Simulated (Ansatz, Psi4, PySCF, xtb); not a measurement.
Complex: ammonia borane (SMILES [BH3-][NH3+]) (first 8 atoms) with C2H4 (SMILES C=C); geometry from B3LYP-D3(BJ)/def2-TZVP, rigid monomers moved along the line of their centres of mass till H8···C10 is 4.40 Å.
(charge 0, multiplicity 1):
```xyz
14

B     -0.92883     0.28963     0.29841
N      0.63216    -0.16702     0.57008
H     -1.04450     1.36596     0.83879
H     -1.60657    -0.57364     0.80756
H     -1.04869     0.34362    -0.90279
H      1.28372     0.50425     0.17446
H      0.82646    -1.07244     0.15281
H      0.81250    -0.23274     1.57232
C      0.37479     0.56816     5.88589
C     -0.01961    -0.69932     5.87134
H      1.20545     0.89946     6.49809
H     -0.13290     1.31956     5.29230
H     -0.85970    -1.01777     5.26511
H      0.47317    -1.45600     6.47065
```

| level | interaction energy (kcal/mol) | cost |
|---|---|---|
| GFN1-xTB | -0.28 | - |
| HF/STO-3G (no counterpoise) | -0.28 | - |
| HF/6-31G* (no counterpoise) | -0.66 | - |
| HF/aug-cc-pVDZ | -0.68 | - |
| PBE-D3(BJ)/def2-TZVPPD | -0.87 | ×1 |
| r2SCAN-D3(BJ)/def2-TZVPPD | -0.81 | ×2 |
| r2SCAN-D4/def2-TZVPPD | -0.80 | ×2 |
| B3LYP/3-21G (no counterpoise) | -0.59 | - |
| B3LYP/6-31G* (no counterpoise) | -0.57 | - |
| B3LYP/def2-TZVPPD | -0.52 | ×1 |
| B3LYP-D3(BJ)/def2-TZVPPD | -0.78 | ×1 |
| B3LYP-D4/def2-TZVPPD | -0.75 | ×1 |
| PBE0-D3(BJ)/def2-TZVPPD | -0.88 | ×1 |
| M06-2X/6-31G* (no counterpoise) | -0.69 | - |
| wB97M-V/def2-TZVPPD | -0.83 | ×3 |
| MP2/6-31G* | -0.64 | - |
| MP2/6-31G* (no counterpoise) | -0.71 | - |
| MP2/aug-cc-pVDZ | -0.81 | ×1 |
| SCS-MP2/aug-cc-pVDZ | -0.74 | - |
| SAPT0/jun-cc-pV(D+d)Z | -0.82 | - |

The rows run from -0.88 (PBE0-D3(BJ)/def2-TZVPPD) to -0.28 kcal/mol (GFN1-xTB). The dispersion term adds -0.26 in B3LYP-D3(BJ), -0.23 in B3LYP-D4.

Interaction energies are E(AB) − E(A) − E(B) at the monomers' geometry in the complex; basis-set methods are counterpoise corrected. Rows marked so take none.

Cores are frozen in the correlated methods. Rows in 3-21G, 6-31G*, STO-3G carry no dispersion term and start afresh at each structure (6-31G* with six Cartesian d functions). MP2/6-31G* freezes PySCF's default core.

Run with Ansatz (a first-principles code); Psi4 for SAPT; PySCF for 3-21G rows, 6-31G* rows, STO-3G rows, the dispersion terms; xtb for the GFN methods. Values without a source in brackets are computed.

Costs are rough ratios of core time to PBE/def2-TZVPPD (about 18 s over the structures, on one shared machine); a dash marks a level with no comparable run of its own.
